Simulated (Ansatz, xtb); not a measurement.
Molecule: sum formula SiH5S (charge +1, singlet). It need not be the lowest isomer of its formula. SMILES: [SiH3][SH2+]
Geometry from a B3LYP-D3(BJ)/def2-TZVP (Ansatz, a program for electronic structure) optimisation:
```
Si
H 1 1.4673
H 1 1.4673 2 116.44
H 1 1.4673 2 116.44 3 -143.30
S 1 2.3203 2 104.07 3 108.35
H 5 1.3518 1 98.26 2 47.71
H 5 1.3518 6 94.12 1 98.97
```
Charge +1, spin multiplicity 1.

Harmonic wavenumbers from GFN2-xTB (xtb, at its own minimum), cm⁻¹: 93, 294, 462, 482, 548, 554, 690, 694, 760, 1105, 2334, 2368, 2377, 2390, 2400.

Question: Give the harmonic wavenumbers at B3LYP-D3(BJ)/def2-TZVP (Ansatz, finite differences of forces, unscaled).

Answer: 151, 361, 481, 500, 705, 769, 873, 933, 937, 1189, 2287, 2334, 2334, 2626, 2636 cm⁻¹. Zero-point energy 27.3 kcal/mol.

Question: From these and the geometry, give the ideal-gas thermochemistry at 298.15 K and 1 atm (rigid rotor, harmonic oscillator).

Answer: Point group Cs, rotational symmetry number 1. Rotational constants 51.76, 5.291, 5.266 GHz. S(trans) 38.44, S(rot) 22.93, S(vib) 6.13, S(elec, spin only) 0.00, S 67.5 cal/(mol K). H(298) - H(0) 3.52 kcal/mol; G - E(el) 10.7 kcal/mol.
